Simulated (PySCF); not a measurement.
Numbering as in the mapped SMILES `[CH3:1][O:2][c:3]1[cH:4][cH:5][cH:6][o:7]1`. Hydrogens are named by the atom that carries them.

GIAO PBE0/pcSseg-1 shifts (PySCF, gas phase, non-relativistic, equivalent atoms averaged), each against references optimised in the same way as the molecule (TMS, H2O).

On the GFN2-xTB geometry: C3 168.1, C6 135.1, C5 119.4, C4 88.2, C1 56.1, O7 277.1, O2 92.4, H(C6) 6.95, H(C5) 6.60, H(C4) 5.54, H(C1) 4.05 ppm.

Task: What changes on the PBE0-D3(BJ)/def2-SVP geometry?

Result: 
| atoms | δ (ppm) | change |
| --- | --- | --- |
| C3 | 164.1 | -4.0 |
| C6 | 133.7 | -1.4 |
| C5 | 118.8 | -0.6 |
| C4 | 84.6 | -3.6 |
| C1 | 54.4 | -1.7 |
| O7 | 277.6 | +0.5 |
| O2 | 88.5 | -3.9 |
| H(C6) | 6.81 | -0.14 |
| H(C5) | 6.43 | -0.17 |
| H(C4) | 5.36 | -0.18 |
| H(C1) | 3.80 | -0.25 |

Bonds between heavy atoms that differ most (equivalent bonds averaged): O2–C3 1.344 → 1.327 Å, C4–C5 1.419 → 1.433 Å, C6–O7 1.359 → 1.366 Å, C1–O2 1.414 → 1.410 Å, C5–C6 1.355 → 1.359 Å. Mean change of bonds to hydrogen: C–H +0.013 Å.
